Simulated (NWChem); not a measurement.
A series in which one site is exchanged, each optimised at PBE0/def2-SVP with NWChem, gas phase unless a solvent is named. For some, no frequency run checked for a minimum. def2 effective core potentials on Ag; no spin-orbit coupling.

A: [O+]#[C-]->[AgH] (CHAgO; site = H)
B: [O+]#[C-]->[Ag][Br] (CAgBrO; site = Br)
C: [Cl][Ag]<-[C-]#[O+] (CAgClO; site = Cl)
D: [Ag](<-[C-]#[O+])[F] (CAgFO; site = F)

Question: Rank them by orbital gap (eV), PBE0/def2-SVP, lowest first.

Answer: A (4.32), B (4.48), C (4.85), D (5.70)
